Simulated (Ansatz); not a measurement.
`C[O][SnH]([Cl])[O][SiH3]` and `C[O][SnH]([F])[O][SiH3]` differ in one element.

Ansatz, PBE0-D4/def2-TZVP geometries, multiplicity 1. Each molecule was computed in one conformer, which needn't be the lowest.

Elements past krypton have def2 core potentials.

```csv
property,`C[O][SnH]([Cl])[O][SiH3]`
HOMO–LUMO gap (B3LYP/def2-TZVPP) / eV,6.28
size of the dipole moment (PBE/def2-TZVPP) / D,0.95
HOMO–LUMO gap (ωB97M-V/def2-TZVPP) / eV,11.24
LUMO energy (PBE0/def2-TZVPP) / eV,-1.45
HOMO–LUMO gap (PBE0/def2-TZVPP) / eV,6.84
HOMO–LUMO gap (PBE/def2-TZVPP) / eV,4.29
```

Q: Give the same properties after the change, and the shifts. (An estimate is asked.)

A: The calculation gave: 
| property | `C[O][SnH]([F])[O][SiH3]` | shift |
| --- | --- | --- |
| HOMO–LUMO gap (B3LYP/def2-TZVPP) / eV | 6.43 | 0.15 |
| size of the dipole moment (PBE/def2-TZVPP) / D | 1.40 | 0.45 |
| HOMO–LUMO gap (ωB97M-V/def2-TZVPP) / eV | 11.41 | 0.17 |
| LUMO energy (PBE0/def2-TZVPP) / eV | -1.35 | 0.10 |
| HOMO–LUMO gap (PBE0/def2-TZVPP) / eV | 7.01 | 0.17 |
| HOMO–LUMO gap (PBE/def2-TZVPP) / eV | 4.41 | 0.12 |

With PBE0 the HOMO falls by 0.07 eV and the LUMO rises by 0.10 eV, so the gap widens by about 0.17 eV. PBE moves the HOMO by -0.05 eV and ωB97M-V by -0.08 eV. Dipoles are sizes alone; their direction can turn.

B3LYP here is the variant with VWN-RPA as its local correlation; programs differ in this.
